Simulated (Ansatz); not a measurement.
Ansatz (a quantum-chemistry and plane-wave program) input for CH9FN2Si2, SMILES CN[Si@@H](F)N[SiH3], B3LYP-D3(BJ)/def2-SVP. 

Ansatz 0.2 input:
```yaml
crystal:
  periodic: [false, false, false]
  atoms:
    - {symbol: C, position_ang: [-2.77209259, 0.43637647, -0.52919291]}
    - {symbol: N, position_ang: [-1.89100888, -0.56565996, 0.02156769]}
    - {symbol: Si, position_ang: [-0.33185721, -0.23700617, 0.64438979]}
    - {symbol: F, position_ang: [0.18017328, -1.69318609, 1.12052541]}
    - {symbol: N, position_ang: [0.61041029, 0.40305644, -0.64425998]}
    - {symbol: Si, position_ang: [2.27450336, 0.88245742, -0.60290372]}
    - {symbol: H, position_ang: [-2.17205169, 1.19800901, -1.02128425]}
    - {symbol: H, position_ang: [-3.38313409, 0.92426808, 0.23781359]}
    - {symbol: H, position_ang: [-3.43961233, -0.01683721, -1.26512398]}
    - {symbol: H, position_ang: [-2.40311925, -1.31083701, 0.46918567]}
    - {symbol: H, position_ang: [-0.16974590, 0.60406042, 1.81892368]}
    - {symbol: H, position_ang: [0.23281742, 0.23401187, -1.56296941]}
    - {symbol: H, position_ang: [3.18093414, -0.25652978, -0.42774236]}
    - {symbol: H, position_ang: [2.50836231, 1.53210757, -1.89480814]}
    - {symbol: H, position_ang: [2.42368943, 1.81407011, 0.51447475]}
basis:
  gaussian:
    orbitals: def2-SVP
hamiltonian:
  xc: b3lyp
  dispersion: d3bj
relax: {f_tol: 0.002, max_steps: 200}
```

Log of the run:

```
[...]
the calculation of the forces begins
reference -22630.40393690 eV, -831.6520052423 hartree; 33, 33 occupied and 104, 104 virtual orbitals, 1454 factors
relax step   7: F+E_penalty+E_count = -22631.00938136 eV  Δ(F+E_penalty+E_count) = -2.780e-3 eV  max|allowed force component| = 9.198e-2 eV/Å  Δτ_max = 0.0695 Å  (25 SCF iters, accepted)
these checks for a lower state are left out or cut short: starts, cluster_reference, orbital_swaps, neighbouring_geometries, increment
integrals: 0.11 GiB planned
1454 factors; integrals over basis functions are off by at most 4.3e-4 eV
mean field: 0.87 GiB planned
mean field -22630.40439916 eV, -831.6520222299 hartree, gradient 7.4e-5 eV, S^2 0.000000; 0 other end points of the search recorded, 0 dependent functions left out
the calculation of the forces begins
reference -22630.40470931 eV, -831.6520336277 hartree; 33, 33 occupied and 104, 104 virtual orbitals, 1454 factors
relax step   8: F+E_penalty+E_count = -22631.01142041 eV  Δ(F+E_penalty+E_count) = -2.039e-3 eV  max|allowed force component| = 3.938e-2 eV/Å  Δτ_max = 0.0654 Å  (24 SCF iters, accepted)
these checks for a lower state are left out or cut short: starts, cluster_reference, orbital_swaps, neighbouring_geometries, increment
integrals: 0.11 GiB planned
1454 factors; integrals over basis functions are off by at most 4.5e-4 eV
mean field: 0.87 GiB planned
mean field -22630.40371856 eV, -831.6519972184 hartree, gradient 7.4e-5 eV, S^2 0.000000; 0 other end points of the search recorded, 0 dependent functions left out
the calculation of the forces begins
reference -22630.40402797 eV, -831.6520085891 hartree; 33, 33 occupied and 104, 104 virtual orbitals, 1454 factors
relax step   9: F+E_penalty+E_count = -22631.01186282 eV  Δ(F+E_penalty+E_count) = -4.424e-4 eV  max|allowed force component| = 5.375e-2 eV/Å  Δτ_max = 0.0924 Å  (24 SCF iters, accepted)
these checks for a lower state are left out or cut short: starts, cluster_reference, orbital_swaps, neighbouring_geometries, increment
integrals: 0.11 GiB planned
1454 factors; integrals over basis functions are off by at most 4.5e-4 eV
mean field: 0.87 GiB planned
mean field evaluation 64: about -22630.4043 eV, gradient 6.0e-4 eV
mean field -22630.40425168 eV, -831.6520168104 hartree, gradient 1.7e-5 eV, S^2 0.000000; 0 other end points of the search recorded, 0 dependent functions left out
the calculation of the forces begins
reference -22630.40456111 eV, -831.6520281815 hartree; 33, 33 occupied and 104, 104 virtual orbitals, 1454 factors
relax step  10: F+E_penalty+E_count = -22631.01238164 eV  Δ(F+E_penalty+E_count) = -5.188e-4 eV  max|allowed force component| = 4.004e-2 eV/Å  Δτ_max = 0.0166 Å  (22 SCF iters, accepted)
these checks for a lower state are left out or cut short: starts, cluster_reference, orbital_swaps, neighbouring_geometries, increment
integrals: 0.11 GiB planned
1454 factors; integrals over basis functions are off by at most 4.6e-4 eV
mean field: 0.87 GiB planned
mean field -22630.40450622 eV, -831.6520261644 hartree, gradient 7.5e-5 eV, S^2 0.000000; 0 other end points of the search recorded, 0 dependent functions left out
the calculation of the forces begins
reference -22630.40481572 eV, -831.6520375385 hartree; 33, 33 occupied and 104, 104 virtual orbitals, 1454 factors
relax step  11: F+E_penalty+E_count = -22631.01252501 eV  Δ(F+E_penalty+E_count) = -1.434e-4 eV  max|allowed force component| = 1.684e-2 eV/Å  Δτ_max = 0.0211 Å  (25 SCF iters, accepted)
these checks for a lower state are left out or cut short: starts, cluster_reference, orbital_swaps, neighbouring_geometries, increment
integrals: 0.11 GiB planned
1454 factors; integrals over basis functions are off by at most 4.6e-4 eV
mean field: 0.87 GiB planned
mean field -22630.40458428 eV, -831.6520290333 hartree, gradient 1.1e-5 eV, S^2 0.000000; 0 other end points of the search recorded, 0 dependent functions left out
the calculation of the forces begins
reference -22630.40489366 eV, -831.6520404026 hartree; 33, 33 occupied and 104, 104 virtual orbitals, 1454 factors
relax step  12: F+E_penalty+E_count = -22631.01272715 eV  Δ(F+E_penalty+E_count) = -2.021e-4 eV  max|allowed force component| = 7.203e-3 eV/Å  Δτ_max = 0.0133 Å  (23 SCF iters, accepted)
these checks for a lower state are left out or cut short: starts, cluster_reference, orbital_swaps, neighbouring_geometries, increment
integrals: 0.11 GiB planned
1454 factors; integrals over basis functions are off by at most 4.7e-4 eV
mean field: 0.87 GiB planned
mean field -22630.40468935 eV, -831.6520328942 hartree, gradient 7.8e-5 eV, S^2 0.000000; 0 other end points of the search recorded, 0 dependent functions left out
the calculation of the forces begins
reference -22630.40499852 eV, -831.6520442563 hartree; 33, 33 occupied and 104, 104 virtual orbitals, 1454 factors
relax step  13: F+E_penalty+E_count = -22631.01286565 eV  Δ(F+E_penalty+E_count) = -1.385e-4 eV  max|allowed force component| = 8.746e-3 eV/Å  Δτ_max = 0.0269 Å  (25 SCF iters, accepted)
these checks for a lower state are left out or cut short: starts, cluster_reference, orbital_swaps, neighbouring_geometries, increment
integrals: 0.11 GiB planned
1454 factors; integrals over basis functions are off by at most 4.8e-4 eV
mean field: 0.87 GiB planned
mean field -22630.40482734 eV, -831.6520379653 hartree, gradient 7.9e-5 eV, S^2 0.000000; 0 other end points of the search recorded, 0 dependent functions left out
the calculation of the forces begins
reference -22630.40513629 eV, -831.6520493191 hartree; 33, 33 occupied and 104, 104 virtual orbitals, 1454 factors
relax step  14: F+E_penalty+E_count = -22631.01296250 eV  Δ(F+E_penalty+E_count) = -9.685e-5 eV  max|allowed force component| = 1.361e-2 eV/Å  Δτ_max = 0.0376 Å  (24 SCF iters, accepted)
these checks for a lower state are left out or cut short: starts, cluster_reference, orbital_swaps, neighbouring_geometries, increment
integrals: 0.11 GiB planned
1454 factors; integrals over basis functions are off by at most 4.8e-4 eV
mean field: 0.87 GiB planned
mean field -22630.40498382 eV, -831.6520437159 hartree, gradient 1.9e-5 eV, S^2 0.000000; 0 other end points of the search recorded, 0 dependent functions left out
the calculation of the forces begins
reference -22630.40529274 eV, -831.6520550686 hartree; 33, 33 occupied and 104, 104 virtual orbitals, 1454 factors
relax step  15: F+E_penalty+E_count = -22631.01301362 eV  Δ(F+E_penalty+E_count) = -5.112e-5 eV  max|allowed force component| = 1.049e-2 eV/Å  Δτ_max = 0.0169 Å  (22 SCF iters, accepted)
these checks for a lower state are left out or cut short: starts, cluster_reference, orbital_swaps, neighbouring_geometries, increment
integrals: 0.11 GiB planned
1454 factors; integrals over basis functions are off by at most 4.9e-4 eV
mean field: 0.87 GiB planned
mean field evaluation 96: about -22630.4051 eV, gradient 4.2e-4 eV
mean field -22630.40507314 eV, -831.6520469986 hartree, gradient 1.0e-5 eV, S^2 0.000000; 0 other end points of the search recorded, 0 dependent functions left out
the calculation of the forces begins
reference -22630.40538211 eV, -831.6520583528 hartree; 33, 33 occupied and 104, 104 virtual orbitals, 1454 factors
relax step  16: F+E_penalty+E_count = -22631.01303929 eV  Δ(F+E_penalty+E_count) = -2.566e-5 eV  max|allowed force component| = 6.115e-3 eV/Å  Δτ_max = 0.0120 Å  (22 SCF iters, accepted)
these checks for a lower state are left out or cut short: starts, cluster_reference, orbital_swaps, neighbouring_geometries, increment
integrals: 0.11 GiB planned
1454 factors; integrals over basis functions are off by at most 4.9e-4 eV
mean field: 0.87 GiB planned
mean field -22630.40506695 eV, -831.6520467711 hartree, gradient 4.3e-5 eV, S^2 0.000000; 0 other end points of the search recorded, 0 dependent functions left out
the calculation of the forces begins
reference -22630.40537595 eV, -831.6520581264 hartree; 33, 33 occupied and 104, 104 virtual orbitals, 1454 factors
relax step  17: F+E_penalty+E_count = -22631.01304564 eV  Δ(F+E_penalty+E_count) = -6.356e-6 eV  max|allowed force component| = 4.871e-3 eV/Å  Δτ_max = 0.0022 Å  (19 SCF iters, accepted)
these checks for a lower state are left out or cut short: starts, cluster_reference, orbital_swaps, neighbouring_geometries, increment
integrals: 0.11 GiB planned
1454 factors; integrals over basis functions are off by at most 4.8e-4 eV
mean field: 0.87 GiB planned
mean field -22630.40509376 eV, -831.6520477560 hartree, gradient 2.9e-5 eV, S^2 0.000000; 0 other end points of the search recorded, 0 dependent functions left out
the calculation of the forces begins
reference -22630.40540278 eV, -831.6520591124 hartree; 33, 33 occupied and 104, 104 virtual orbitals, 1454 factors
relax step  18: F+E_penalty+E_count = -22631.01304933 eV  Δ(F+E_penalty+E_count) = -3.682e-6 eV  max|allowed force component| = 2.954e-3 eV/Å  Δτ_max = 0.0021 Å  (19 SCF iters, accepted)
these checks for a lower state are left out or cut short: starts, cluster_reference, orbital_swaps, neighbouring_geometries, increment
integrals: 0.11 GiB planned
1454 factors; integrals over basis functions are off by at most 4.8e-4 eV
mean field: 0.87 GiB planned
mean field -22630.40510925 eV, -831.6520483255 hartree, gradient 2.7e-5 eV, S^2 0.000000; 0 other end points of the search recorded, 0 dependent functions left out
the calculation of the forces begins
reference -22630.40541830 eV, -831.6520596827 hartree; 33, 33 occupied and 104, 104 virtual orbitals, 1454 factors
relax step  19: F+E_penalty+E_count = -22631.01305009 eV  Δ(F+E_penalty+E_count) = -7.669e-7 eV  max|allowed force component| = 1.068e-3 eV/Å  Δτ_max = 0.0008 Å  (18 SCF iters, accepted)
integrals: 0.11 GiB planned
1454 factors; integrals over basis functions are off by at most 4.8e-4 eV
mean field: 0.87 GiB planned
mean field evaluation 128: about -22630.4051 eV, gradient 4.5e-5 eV
mean field -22630.40510925 eV, -831.6520483255 hartree, gradient 2.7e-5 eV, S^2 0.000000; 1 other end points of the search recorded, 0 dependent functions left out
the calculation of the forces begins
reference -22630.40541830 eV, -831.6520596827 hartree; 33, 33 occupied and 104, 104 virtual orbitals, 1454 factors
Total energy: -22631.01335914 eV, -831.6744010965 hartree
Atom 0 at    -2.645856     0.523859    -0.609986 Å, force     0.000290     0.000317     0.000507 eV/Å
Atom 1 at    -1.962239    -0.470548     0.196019 Å, force    -0.000288    -0.000478     0.000050 eV/Å
Atom 2 at    -0.334217    -0.403678     0.729527 Å, force     0.000079     0.000110    -0.001068 eV/Å
Atom 3 at    -0.053388    -1.905969     1.302866 Å, force     0.000049     0.000090    -0.000140 eV/Å
Atom 4 at     0.665845     0.030884    -0.605870 Å, force     0.000215     0.000302     0.000711 eV/Å
Atom 5 at     2.129787     0.986747    -0.649744 Å, force    -0.000450    -0.000353    -0.000192 eV/Å
Atom 6 at    -1.902836     1.155332    -1.121161 Å, force    -0.000058     0.000076     0.000043 eV/Å
Atom 7 at    -3.299895     1.196191    -0.021910 Å, force    -0.000062    -0.000102    -0.000184 eV/Å
Atom 8 at    -3.268119     0.056349    -1.393824 Å, force     0.000101    -0.000185     0.000049 eV/Å
Atom 9 at    -2.575762    -1.139134     0.652093 Å, force    -0.000055     0.000089    -0.000070 eV/Å
Atom 10 at     0.023696     0.507555     1.843633 Å, force     0.000124     0.000211    -0.000072 eV/Å
Atom 11 at     0.403530    -0.421507    -1.481565 Å, force    -0.000038    -0.000004     0.000230 eV/Å
Atom 12 at     3.340695     0.164378    -0.946861 Å, force     0.000006    -0.000001     0.000084 eV/Å
Atom 13 at     2.039497     2.044387    -1.700391 Å, force     0.000107    -0.000049     0.000009 eV/Å
Atom 14 at     2.287531     1.623513     0.685771 Å, force    -0.000019    -0.000025     0.000042 eV/Å
Dipole moment:    -0.327378     0.174751    -0.283002 e Å
```

The calculation finished and met its thresholds.
